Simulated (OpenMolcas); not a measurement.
neutral molybdenum.

* Program: OpenMolcas
* Basis: ANO-R3 [8s6p5d3f2g1h]
* Scalar Hamiltonian: X2C, finite nucleus
* Active space: 6 electrons in 6 orbitals (4d 5s)
* State averaging: 2S+1 = 7 even, 1 root; 2S+1 = 5 even, 23 roots kept (CI in the orbitals of an earlier block); 2S+1 = 3 even, 30 roots kept (CI in the orbitals of an earlier block); 2S+1 = 1 even, 1 root kept (CI in the orbitals of an earlier block, 0 in the spin-orbit step)
* Spin-orbit coupling: state interaction with AMFI integrals over the reference wave functions, term energies averaged over their components

Two sets of levels on these reference wave functions, in cm⁻¹ above 4d⁵ 5s ⁷S₃: one from CASSCF and one from MS-CASPT2, IPEA 0.25 Eh, imaginary shift 0.1 Eh (closed shells correlated: 4s 4p).

| Level | Set 1 | Set 2 |
| --- | --- | --- |
| 4d⁵ 5s ⁷S₃ | 0.0 | 0.0 |
| 4d⁵ 5s ⁵S₂ [72 %] | 9970 | 16650 |
| 4d⁴ 5s² ⁵D₀ | 9630 | 20770 |
| 4d⁴ 5s² ⁵D₁ | 9760 | 20850 |
| 4d⁴ 5s² ⁵D₂ [61 %] | 10050 | 21010 |
| 4d⁴ 5s² ⁵D₃ | 10420 | 21250 |
| 4d⁴ 5s² ⁵D₄ | 10940 | 21610 |
| 4d⁵ 5s ⁵G₄ | 17880 | 22750 |
| 4d⁵ 5s ⁵G₅ | 17880 | 22750 |
| 4d⁵ 5s ⁵G₃ | 17880 | 22750 |
| 4d⁵ 5s ⁵G₆ | 17880 | 22750 |
| 4d⁵ 5s ⁵G₂ | 17880 | 22750 |
| 4d⁵ 5s ⁵P₃ | 19780 | 25920 |
| 4d⁵ 5s ⁵P₂ | 19820 | 25930 |
| 4d⁵ 5s ⁵P₁ | 19990 | 25960 |

Q: Which set is which?

A: Set 1 is MS-CASPT2. Its levels of the other terms of 4d⁵ 5s lie at 0.60 to 0.79 of the other set's values, as expected, since terms of lower spin or lower L gain more correlation energy than the Hund ground term. Against 3 measured levels (NIST Handbook of Basic Atomic Spectroscopic Data) the mean absolute deviation is 1100 cm-1 with it and 7300 cm-1 without; single levels miss by up to 1300 cm-1 with it.

Term energies are means over components that CASPT2 splits; among the terms shown or strongly mixed into the levels shown the widest spread is 630 cm-1 (4d⁵ 5s ⁵G, MS-CASPT2). Some high roots are left out of the spin-orbit mixing, which shifts the levels that they would mix with. Terms from blocks run as CI alone lack orbitals of their own. Configurations are named by rounded mean occupations; where the s occupation lies near a half they are strongly mixed, a name can repeat and a true partner stay unpaired. A single d shell beside an s shell can misplace configurations of different d count against each other. Without dynamic correlation excited terms often stand tens of per cent too high (terms of higher spin than the ground term too low), and those without a measured partner can miss by more than the paired ones (holds for CASSCF). Measured partners are found by configuration, term and J. A level has none where our copy of the source lacks it or the pairing is in doubt (some pairs that miss far off the trend of their configuration count as doubtful), and it then counts in no deviation. Levels of configurations outside the active space are missing. Levels that lie high or do not pair safely by name in every column are left out.

A share in square brackets marks a mixed level and gives the weight of the term that names it, the lowest over the columns.
